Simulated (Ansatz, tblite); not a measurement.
Removing and adding an electron: BH2(OEt) (C₂H₇BO). Total charge 0; singlet. Geometry: r2SCAN-D4/def2-SVP. Ansatz, gas phase; energy differences of separate SCF runs; the oxidised species was run as a doublet alone; the reduced species was run as a doublet alone.

Cartesian coordinates in Å:
```
B 0.215 -1.134 1.597
H -0.771 -1.794 1.329
H 1.033 -1.480 2.417
O 0.436 0.034 0.976
C -0.436 0.555 -0.027
C 0.264 0.569 -1.369
H -1.361 -0.049 -0.064
H -0.706 1.579 0.281
H -0.382 1.031 -2.132
H 1.200 1.144 -1.311
H 0.507 -0.454 -1.696
```

The xTB rows come from tblite.

```json
{"level": "GFN1-xTB", "−HOMO (eV)": "11.88", "vertical IE (eV)": "15.42", "−LUMO (eV)": "5.94", "vertical EA (eV)": "2.00", "HOMO–LUMO gap (eV)": "5.94", "IE − EA (eV)": "13.42", "remarks": "–"}
{"level": "PBE-D4/def2-TZVP", "−HOMO (eV)": "7.02", "vertical IE (eV)": "10.46", "−LUMO (eV)": "1.32", "vertical EA (eV)": "–", "HOMO–LUMO gap (eV)": "5.70", "IE − EA (eV)": "–", "remarks": "–"}
{"level": "PBE-D4/def2-TZVPD", "−HOMO (eV)": "7.04", "vertical IE (eV)": "–", "−LUMO (eV)": "1.37", "vertical EA (eV)": "-0.87", "HOMO–LUMO gap (eV)": "5.67", "IE − EA (eV)": "–", "remarks": "HOMO above zero (-1 doublet)"}
{"level": "r2SCAN-D4/def2-TZVP", "−HOMO (eV)": "7.33", "vertical IE (eV)": "10.61", "−LUMO (eV)": "0.91", "vertical EA (eV)": "–", "HOMO–LUMO gap (eV)": "6.42", "IE − EA (eV)": "–", "remarks": "–"}
```

**Question.** Estimate the rows for GFN2-xTB, r2SCAN-D4/def2-TZVPD, PBE0-D4/def2-TZVP, PBE0-D4/def2-TZVPD.

**Answer.** 
```tsv
level	−HOMO (eV)	vertical IE (eV)	−LUMO (eV)	vertical EA (eV)	HOMO–LUMO gap (eV)	IE − EA (eV)	remarks
GFN2-xTB	11.17	14.36	5.45	0.82	5.72	13.54	–
r2SCAN-D4/def2-TZVPD	7.35	–	0.95	-1.02	6.40	–	HOMO above zero (-1 doublet)
PBE0-D4/def2-TZVP	8.50	10.88	0.32	–	8.17	–	–
PBE0-D4/def2-TZVPD	8.51	–	0.40	-1.02	8.11	–	HOMO above zero (-1 doublet)
```

   A HOMO above zero means that the electron is unbound at that level or that self-interaction error raises the level; the energy of removing that electron tells which. Raw xTB energy differences between charge states are shifted by several eV; the methods need an empirical correction for them. A negative affinity means that the extra electron isn't bound; its size then hangs on the basis.
